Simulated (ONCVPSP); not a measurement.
# Te: one change to an ONCV potential, before and after

ONCVPSP 4.0.1 input, shortened (lines: element, Z, core and valence counts, functional; n l f; lmax; l rc ep ncon nbas qcut; lloc lpopt rc5 dvloc0; l nproj debl; icmod fcfact rcfact), LDA (Perdew-Wang 92), scalar-relativistic:

```
  Te 52.00    7    4  -001012      upf
    1    0    2.00
    2    0    2.00
    2    1    6.00
    3    0    2.00
    3    1    6.00
    3    2   10.00
    4    0    2.00
    4    1    6.00
    4    2   10.00
    5    0    2.00
    5    1    4.00
    2
    0    1.80    0.00    3    7    2.80
    1    1.10    0.00    3    7   12.00
    2    1.50    0.00    4    9   10.40
    4    3    0.75    3.00
    0    3    3.10
    1    2    2.70
    2    2    2.90
    3    5.50    1.30
```

Change: p: rc 1.24.

Cutoffs: the cutoffs (Ha) at which the residual kinetic energy of the hardest occupied pseudo-wave falls to 1 and 0.1 mHa per electron; they do not see the model core or the augmentation charge, which bear on the density cutoff. Errors are all-electron minus pseudo energies relative to the spin-unpolarised reference configuration.

Task: Predict the effect on cutoff, ghosts and configuration errors.

Result: The potential gets softer (51 Ha and 60 Ha → 42 Ha and 60 Ha); both files keep a bound ghost (s); of the 4 tests that both files solve, the error grows in 1 and shrinks in 0 by more than 15 % and 0.3 meV (median size 9.2 → 10.1 meV). A larger radius leaves more room for a smooth pseudo-wave, so fewer plane waves are needed.

| quantity | base | changed |
| --- | --- | --- |
| cutoff, loose | 51 Ha | 42 Ha |
| cutoff, tight | 60 Ha | 60 Ha |
| loose cutoff by channel | s 37 Ha, p 51 Ha, d 41 Ha | s 37 Ha, p 42 Ha, d 41 Ha |
| bound ghosts | s | s |
| GHOST(+) flags under 300 eV | none | none |
| error for 4p6 4d10 5s2 5p3, meV [ΔE 9.91 eV] | -1.9 | -2.0 |
| error for 4p6 4d10 5s2 5p2, meV [ΔE 28.08 eV] | -6.0 | -6.5 |
| error for 4p6 4d10 5s2 5p1, meV [ΔE 55.31 eV] | -12 | -14 |
| error for 4p6 4d9 5s2 5p5, meV [ΔE 38.16 eV] | +26 | +27 |
| s: phases at 1.83 bohr within 0.05 rad from the reference energy up to (Ha; the scan ends near 5) | to the end of the scan | to the end of the scan |
| d: phases at 1.52 bohr within 0.05 rad from the reference energy up to (Ha; the scan ends near 5) | to the end of the scan | to the end of the scan |
| rms error of d²Exc/dni dnj with the model core, mHa | 1.31 | 1.25 |

 A true bound ghost makes a file unfit for plane-wave use even where its test errors are small: the radial tests pick states by their node count and pass the ghost by.
